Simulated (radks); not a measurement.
Neutral argon, 18 electrons, occupied as [Ar] (the NIST ground configuration). Calculated with a radial shooting solver on a logarithmic mesh with Libxc functionals: non-relativistic Kohn-Sham, PBEsol, spin-polarised, spherical densities, point nucleus.

Normalised radial functions P(r) = r R(r), r in bohr:

| r | 2s |
|---|---|
| 0.008345 | 0.3006 |
| 0.01061 | 0.3663 |
| 0.01349 | 0.4411 |
| 0.01728 | 0.5255 |
| 0.02197 | 0.6096 |
| 0.02793 | 0.6875 |
| 0.03579 | 0.7476 |
| 0.0455 | 0.7665 |
| 0.05784 | 0.7224 |
| 0.07412 | 0.5827 |
| 0.09423 | 0.3339 |
| 0.1198 | -0.0319 |
| 0.1535 | -0.5059 |
| 0.1951 | -0.9897 |
| 0.2481 | -1.3937 |
| 0.3179 | -1.6097 |
| 0.4041 | -1.5541 |
| 0.5179 | -1.2471 |
| 0.6583 | -0.8272 |
| 0.8369 | -0.4388 |
| 1.072 | -0.1725 |
| 1.363 | -0.0502 |
| 1.733 | -0.0098 |
| 2.221 | -0.0011 |
| 2.823 | -0.0001 |
| 3.589 | 0.0000 |
| 4.6 | 0.0000 |
| 5.847 | 0.0000 |

2s: eigenvalue -294.19 eV, 1 radial node at r = 0.118 bohr, <r> = 0.417 bohr, 90 % of the charge inside 0.651 bohr.
